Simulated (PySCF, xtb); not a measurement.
CH9NSi4, SMILES [SiH2]1[Si@H](C=N1)[SiH2][SiH3].

GFN2-xTB (xtb) at its own geometry gives an orbital gap of 1.97 eV and a dipole moment of 2.79 D.

The structure is a stationary point at B3LYP-D3(BJ)/def2-SVP. The structure was generated by enumeration; whether it is a known compound was not checked. One conformer was computed; it need not be the lowest.

### Question
What does PBE/def2-TZVP (PySCF) give? (An estimate is asked for; the answer gives what the named calculation found.)

### Answer
gap 3.07 eV (levels -5.45 and -2.38 eV), dipole 1.53 D.
